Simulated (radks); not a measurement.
Values are calculated unless marked as measured or tabulated.
Question: These are the eigenvalues of the occupied orbitals of an atom or ion with whole-number occupations (eV). Level of theory: scalar-relativistic Kohn-Sham, PW91, spin-unpolarised, spherical densities, finite nucleus; Fermi nuclear charge, rms radius of each element as measured or else 0.836 A^(1/3) + 0.57 fm (a radial shooting solver on a logarithmic mesh with Libxc functionals).

1s: -31662.19
2s: -4882.029
2p: -4386.320
3s: -996.4505
3p: -835.2801
3d: -591.4247
4s: -195.3197
4p: -145.3291
4d: -72.4166
5s: -42.8192
5p: -31.7125

Which element is it, and in what charge state? The configuration may be excited.

Answer: Z = 52, tellurium, charge +3: Te3+ in [Kr] 4d10 5s2 5p1. The list shows which subshells hold electrons but not how many an open one holds; the 1s level, -1163.6 hartree, gives Z - s = 48.2 by -(Z - s)^2/2, which with screening and relativity narrows Z to a few neighbours, and the depths of the outer levels then fix element, charge and occupations together.
